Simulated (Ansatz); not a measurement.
## A geometry optimisation of CH7F2NSi2 with PBE0-D3(BJ)/def2-SVP

The starting geometry of this gas-phase triplet was optimised with GFN2-xTB as a singlet; its bonds are those of `CN([SiH3])[SiH](F)F`.

```xyz
13

C    -0.7961   -0.2851   -0.4413
F     0.8119   -0.4821    2.5711
F     2.8535   -0.7894    1.1962
N     0.6180   -0.1041   -0.1506
Si    1.3837    1.2566   -0.9440
Si    1.2787   -1.0179    1.1347
H    -0.9873   -0.0823   -1.4944
H    -1.4101    0.3936    0.1560
H    -1.1060   -1.3058   -0.2221
H     2.8081    1.1812   -0.6641
H     0.7861    2.5080   -0.4598
H     1.0810    1.0800   -2.3692
H     0.9856   -2.4267    1.0666
```

Predict what becomes of its bonds when it is optimised with PBE0-D3(BJ)/def2-SVP.

It loosens into CH4F2NSi + H3Si, which stay close as a complex. Contacts that open: N4–Si5 (1.75 → 2.92 Å).

The energy falls by 2.20 eV over 60 steps:

| step | E − E(last) (eV) |
| --- | --- |
| 1 | 2.203 |
| 8 | 0.066 |
| 14 | 0.052 |
| 21 | 0.045 |
| 27 | 0.026 |
| 34 | 0.005 |
| 40 | 0.001 |
| 47 | 0.000 |
| 53 | 0.000 |
| 60 | 0.000 |

Final geometry (Å):

```yaml
atoms:
  - { symbol: C, position_ang: [-1.0192, 0.0300, 0.0267] }
  - { symbol: F, position_ang: [0.3305, -1.9034, 2.1983] }
  - { symbol: F, position_ang: [2.1759, -0.0961, 2.1228] }
  - { symbol: N, position_ang: [0.3858, -0.0869, 0.1070] }
  - { symbol: Si, position_ang: [1.9719, 1.3869, -1.8563] }
  - { symbol: Si, position_ang: [1.2926, -1.0733, 1.2008] }
  - { symbol: H, position_ang: [-1.3053, 1.0665, -0.2275] }
  - { symbol: H, position_ang: [-1.5858, -0.3218, 0.9073] }
  - { symbol: H, position_ang: [-1.3580, -0.5710, -0.8449] }
  - { symbol: H, position_ang: [2.8478, 1.2580, -0.6522] }
  - { symbol: H, position_ang: [0.7347, 2.1839, -1.5911] }
  - { symbol: H, position_ang: [1.6715, 0.0625, -2.4833] }
  - { symbol: H, position_ang: [2.1650, -2.0094, 0.4714] }
```

The end wasn't checked by frequencies. Open shells are spin-unrestricted. The triplet needn't be the ground state. Run with Ansatz 0.2.0, 6.9 min on 2 threads of Intel(R) Xeon(R) Processor @ 2.70GHz, with other jobs on the host.
